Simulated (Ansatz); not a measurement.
The inner images of a band of BrH + F6W (9 atoms, charge 0, multiplicity 1) are given out of order.

Level of theory: Ansatz, RKS PBE/def2-SVP.

Image 0:

```xyz
9
Properties=species:S:1:pos:R:3
W -0.183 -0.184 -0.264
F 0.136 0.151 1.550
F 1.649 -0.204 -0.578
F -0.228 1.646 -0.590
F -2.014 -0.169 0.069
F -0.144 -2.012 0.080
F -0.507 -0.523 -2.062
Br 2.518 2.586 2.482
H 1.520 1.571 2.673
```

Image 6:

```xyz
9
Properties=species:S:1:pos:R:3
W 0.306 0.306 -0.446
F -0.150 -0.147 3.182
F 1.800 -0.032 -1.511
F -0.045 1.795 -1.516
F -1.234 0.663 0.533
F 0.669 -1.235 0.527
F -0.727 -0.730 -1.610
Br 1.668 1.680 1.090
H 0.459 0.561 3.110
```

Question: Put them in order from the first end to the last, with their energies above the first end.
A.
```xyz
9
Properties=species:S:1:pos:R:3
W -0.079 -0.242 -0.265
F 0.495 -0.092 1.511
F 1.673 -0.598 -0.779
F 0.213 1.574 -0.527
F -1.819 0.124 0.285
F -0.378 -2.060 -0.002
F -0.648 -0.414 -2.026
Br 1.865 2.966 2.524
H 1.426 1.603 2.639
```
B.
```xyz
9
Properties=species:S:1:pos:R:3
W 0.120 0.328 -0.241
F 0.711 -0.482 2.476
F 1.907 -0.183 -0.327
F -0.015 1.783 -1.412
F -1.565 0.742 0.431
F -0.304 -1.384 0.352
F -0.175 -0.484 -1.904
Br 1.020 2.178 1.256
H 1.048 0.365 2.729
```
C.
```xyz
9
Properties=species:S:1:pos:R:3
W 0.113 0.117 -0.079
F 0.660 -0.445 1.833
F 1.953 -0.026 -0.285
F -0.092 1.712 -1.033
F -1.481 0.646 0.723
F -0.528 -1.620 0.153
F -0.033 -0.495 -1.840
Br 1.114 2.230 1.665
H 1.043 0.743 2.224
```
D.
```xyz
9
Properties=species:S:1:pos:R:3
W 0.009 -0.120 -0.169
F 0.585 -0.329 1.617
F 1.837 -0.223 -0.496
F 0.065 1.646 -0.750
F -1.619 0.415 0.557
F -0.522 -1.896 0.014
F -0.334 -0.518 -1.953
Br 1.425 2.638 2.090
H 1.301 1.248 2.451
```
E.
```xyz
9
Properties=species:S:1:pos:R:3
W 0.164 0.390 -0.471
F 0.463 -0.486 3.331
F 1.884 -0.091 -1.007
F 0.150 1.792 -1.701
F -1.562 0.825 0.076
F 0.137 -1.081 0.658
F -0.539 -0.683 -1.830
Br 1.124 1.911 1.225
H 0.926 0.287 3.077
```

Answer: A (0.0 kJ/mol), D (+32.8 kJ/mol), C (+89.4 kJ/mol), B (+92.6 kJ/mol), E (+66.0 kJ/mol).

The run took 8.7 min on 4 threads of Arm Neoverse V1, on a shared host, peak memory 0.28 GiB.
